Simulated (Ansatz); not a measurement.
`[Cl][Al]1[BH][NH]1` at its PBE0-D4/def2-TZVP geometry, where that method's forces vanish. The species carries charge 0 and has multiplicity 1.

```tsv
atom	x (Å)	y (Å)	z (Å)
Cl1	2.221	-1.136	-1.857
Al2	1.048	-0.399	-0.295
B3	-0.238	0.320	1.040
N4	-0.672	0.145	-0.283
H5	-0.760	0.718	2.034
H6	-1.599	0.352	-0.640
```

Problem. For each bond, give half the difference of the two atoms' forces along it (eV/Å; positive pushes the atoms apart) under PBE-D4, r2SCAN-D4, B3LYP-D4, ωB97M-V in def2-TZVPP. (Best estimate.)

Solution. Ansatz gave: 
| bond | length (Å) | PBE-D4 | r2SCAN-D4 | B3LYP-D4 | ωB97M-V |
| --- | --- | --- | --- | --- | --- |
| Cl1–Al2 | 2.088 | 0.09 | 0.02 | 0.10 | 0.07 |
| Al2–B3 | 1.988 | 0.16 | 0.09 | 0.08 | 0.00 |
| Al2–N4 | 1.805 | 0.17 | 0.00 | 0.03 | 0.04 |
| B3–N4 | 1.404 | 0.27 | 0.16 | 0.07 | 0.14 |
| B3–H5 | 1.191 | -0.05 | -0.10 | -0.17 | -0.14 |
| N4–H6 | 1.014 | 0.14 | 0.02 | -0.01 | -0.12 |

B3LYP here is the variant with VWN-RPA as its local correlation; programs differ in this.
